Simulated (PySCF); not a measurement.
C3H7BN2, SMILES NB(N)C=C=C.

Coordinates come from a PBE0-D3(BJ)/def2-SVP optimisation. The structure was generated by enumeration, and PubChem lists no compound with its InChIKey, so it may never have been made. Other conformers were not sampled.

These are PBE/def2-TZVP in PySCF values and carry that method's errors.

Symmetry labels are those of the subgroup Cs that the program uses (full group Cs).

Computed valence orbital energies around the gap with their symmetry:
| orbital | symmetry | energy (eV) |
|---|---|---|
| HOMO−7 | A" | -10.59 |
| HOMO−6 | A' | -10.57 |
| HOMO−5 | A' | -9.97 |
| HOMO−4 | A' | -8.94 |
| HOMO−3 | A" | -7.68 |
| HOMO−2 | A' | -6.11 |
| HOMO−1 | A" | -5.99 |
| HOMO | A" | -5.48 |
| LUMO | A" | -0.95 |
| LUMO+1 | A' | -0.41 |
| LUMO+2 | A' | 0.15 |
| LUMO+3 | A' | 1.01 |
